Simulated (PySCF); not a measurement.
# A survey of ¹⁵N NMR shifts

No solvent, non-relativistic, a single conformation, equivalent nuclei averaged. Geometry: GFN2-xTB; σ from GIAO-PBE0/pcSseg-1; PySCF 2.14.

Shieldings were converted by a linear fit to measured shifts: ¹⁵N (scatter 6.3 ppm rms vs CH3NO2, solution or neat liquid). Occasional misses reach two or three times the rms, and more in compound classes unlike the fitted ones.

Question: Give the ¹⁵N shifts of `N#C[SiH2]CNCC(F)(F)F`, `N#C[C@@H]1C[Si@H]1C[SiH3]`.

Answer: 
```json
{"compound": "[N:1]#[C:2][SiH2:3][CH2:4][NH:5][CH2:6][C:7]([F:8])([F:9])[F:10]", "environment": "N1: nitrile nitrogen", "δ (ppm)": "-56.2"}
{"compound": "[N:1]#[C:2][SiH2:3][CH2:4][NH:5][CH2:6][C:7]([F:8])([F:9])[F:10]", "environment": "N5: amine nitrogen", "δ (ppm)": "-365.8"}
{"compound": "N#C[C@@H]1C[Si@H]1C[SiH3]", "environment": "nitrile nitrogen", "δ (ppm)": "-128.2"}
```

Question: Order these by ¹⁵N shift, lowest first.
A. CS[Si@@H]1CC[SiH2]N1
B. N#CC1=CCC1
C. CC#CCC#N

Answer: A (-368.3 ppm, nitrogen bonded to 2 Si, H, in a 5-membered ring), C (-118.7 ppm, nitrile nitrogen), B (-98.1 ppm, nitrile nitrogen).
